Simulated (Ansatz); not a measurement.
One change: `C[SiH](C)[SeH]` becomes `CO[SiH](C)C`.

Ansatz, PBE0-D4/def2-TZVP geometries, multiplicity 1. Each molecule was computed in one conformer, which needn't be the lowest.

Scalar relativity is left out up to krypton. Spin–orbit coupling is left out; it splits and shifts lone-pair levels of the heavy atoms by tenths of an eV.

| property | `C[SiH](C)[SeH]` |
| --- | --- |
| HOMO–LUMO gap (ωB97M-V/def2-TZVPP) / eV | 10.86 |
| HOMO–LUMO gap (PBE/def2-TZVPP) / eV | 4.97 |
| HOMO–LUMO gap (PBE0/def2-TZVPP) / eV | 6.98 |
| ideal-gas entropy at 298 K and 1 bar (rigid rotor, harmonic PBE0-D4/def2-TZVP) / J/(mol·K) | 363 |
| size of the dipole moment (ωB97M-V/def2-TZVPP) / D | 1.67 |
| HOMO energy (PBE0/def2-TZVPP) / eV | -6.77 |

Task: Give the same properties after the change, and the shifts. (Estimate.)

Result: The calculation gave: 
```tsv
property	`CO[SiH](C)C`	shift
HOMO–LUMO gap (ωB97M-V/def2-TZVPP) / eV	12.74	1.88
HOMO–LUMO gap (PBE/def2-TZVPP) / eV	6.66	1.69
HOMO–LUMO gap (PBE0/def2-TZVPP) / eV	8.97	1.99
ideal-gas entropy at 298 K and 1 bar (rigid rotor, harmonic PBE0-D4/def2-TZVP) / J/(mol·K)	374	11
size of the dipole moment (ωB97M-V/def2-TZVPP) / D	0.81	-0.86
HOMO energy (PBE0/def2-TZVPP) / eV	-7.77	-1.00
```

With PBE0 the HOMO falls by 1.00 eV and the LUMO rises by 1.00 eV, so the gap widens by about 2.00 eV. PBE moves the HOMO by -0.65 eV and ωB97M-V by -1.18 eV. The zero-point energy changes by 89.2 kJ/mol with +9 modes. Dipoles are sizes alone; their direction can turn.

Positive LUMOs are unbound, so they and the gaps depend on the basis.
